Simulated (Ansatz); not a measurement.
Reaction (ligand exchange at a B–C bond): `CC(C)B(O)O` + `C[SeH]` → `C[Se]B(O)O` + propane

Calculated with Ansatz (gas phase, PBE0-D4/def2-TZVP geometries, no zero-point term in ΔE). CCSD(T)/CBS adds triple-zeta CCSD(T) − MP2 to the extrapolated MP2 energy (def2 sets, frozen cores). DFT in def2-TZVPP. For Se outer-core shells are correlated without core-valence functions, which leaves a few kJ/mol of doubt a bond. Scalar relativity is left out up to krypton. One conformer a species, not always the lowest.

```json
{"level": "r2SCAN-D4", "ΔE (eV)": "-0.64"}
{"level": "MP2/CBS(def2)", "ΔE (eV)": "-0.67"}
```

(1) What does CCSD(T)/CBS give? (Best estimate.)

Largest T1 diagnostic among the species: 0.011.

Answers

(1) Ansatz gave: -0.61 eV. The listed levels differ from it by -0.03, -0.06 eV.
